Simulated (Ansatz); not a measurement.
A nudged elastic band was laid between two geometries of C$_{3}$H$_{8}$Si (12 atoms, charge 0, multiplicity 1).

These are results of RKS PBE-D4/def2-SVP (Ansatz), not measurements.

- movable images: 7
- climbing image: yes
- spring: 5.0 eV/Å²
- optimiser: quadratic models (default)
- start path: IDPP
- force threshold: 0.03 eV/Å
- iteration limit: 60
- end points: relaxed

Initial state:

```xyz
12
Properties=species:S:1:pos:R:3
C -0.254 0.916 -1.082
C 0.107 -0.427 -0.461
C 0.796 -0.358 0.909
Si -1.179 -1.517 0.492
H -0.851 0.783 -2.007
H -0.862 1.527 -0.383
H 0.648 1.507 -1.358
H 0.700 -1.048 -1.163
H 0.737 0.644 1.372
H 0.292 -1.062 1.695
H 1.834 -0.744 0.924
H -1.892 -0.277 1.095
```

Final state:

```xyz
12
Properties=species:S:1:pos:R:3
C 0.037 0.808 -1.194
C -0.031 -0.493 -0.404
C 0.654 -0.468 0.970
Si -1.584 -1.003 0.632
H -0.585 0.752 -2.111
H -0.342 1.659 -0.591
H 1.074 1.052 -1.517
H 0.338 -1.348 -1.005
H -0.039 -0.880 1.819
H 1.522 -1.149 1.066
H 0.909 0.554 1.308
H -1.874 0.460 1.059
```

**Question.** What changes between the two ends?

**Answer.** No bond is made or broken. The dihedral Si4–C2–C3–H11 goes from 121 to -110°. The two ends are copies of one structure, up to a mirror image or an exchange of like atoms.

**Question.** Give the energies along the band, and the barrier.

**Answer.** It converged. The highest image is number 4 of 0 to 8, 0.117 eV above the ends, which have the same energy within 2 meV. A vibrational analysis at the climbing image gives one clearly imaginary mode, 148i cm⁻¹: a first-order saddle point.

```
image  path coordinate (Å)  energy (eV)  dihedral Si4–C2–C3–H11 (°)
    0                 0.00        0.000                         121
    1                 0.50        0.037                         138
    2                 1.00        0.093                         156
    3                 1.50        0.109                         173
    4                 2.00        0.117                        -169
    5                 2.44        0.099                        -153
    6                 2.89        0.056                        -138
    7                 3.34        0.017                        -123
    8                 3.78        0.000                        -110
```

**Question.** What is the geometry of the highest image?

**Answer.** 
```xyz
12
Properties=species:S:1:pos:R:3
C -0.025 0.778 -1.118
C -0.061 -0.527 -0.324
C 0.750 -0.441 0.998
Si -1.692 -1.077 0.543
H -0.652 0.722 -2.031
H -0.406 1.626 -0.510
H 1.009 1.032 -1.444
H 0.359 -1.359 -0.928
H 0.244 0.181 1.777
H 0.969 -1.434 1.441
H 1.726 0.060 0.816
H -2.145 0.385 0.813
```

**Question.** What are the harmonic wavenumbers there?

**Answer.** 148i, 182, 242, 291, 337, 375, 580, 767, 821, 892, 914, 978, 1059, 1123, 1164, 1281, 1317, 1343, 1396, 1408, 1420, 1420, 1930, 2914, 2942, 2985, 2996, 3025, 3048, 3053 cm⁻¹.

Time of the run: 73 s on 2 threads of Intel(R) Xeon(R) Platinum 8375C CPU @ 2.90GHz (Ice Lake), with other jobs on the host, peak memory 0.16 GiB.
